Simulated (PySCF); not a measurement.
Zr(Me)2(H)2 (C2H8Zr), SMILES [CH3][ZrH2][CH3], multiplicity 1. Heavy atoms are numbered as in [ZrH2:1]([CH3:2])[CH3:6]. Hydrogens are named by the atom that carries them.

Geometry: B3LYP-D3(BJ)/def2-SVP. The multiplicity is an assumed one; other spin states were not compared. The def2 effective core potentials stand for the cores of Zr; spin–orbit coupling is left out.

The numbers are results of B3LYP/def2-TZVPD (PySCF), not measurements.

Mulliken values depend strongly on the basis, most of all with diffuse functions as here. ESP charges are fitted to the potential on shells at 1.4 to 2.0 van der Waals radii. Atomic charges (e), one atom of each kind:

```tsv
atom	ESP fit	Mulliken
Zr1 (ZrH2)	1.32	0.90
C2 (CH3)	-0.74	-1.26
H on C2	0.15	0.31
H on Zr1	-0.37	-0.11
```
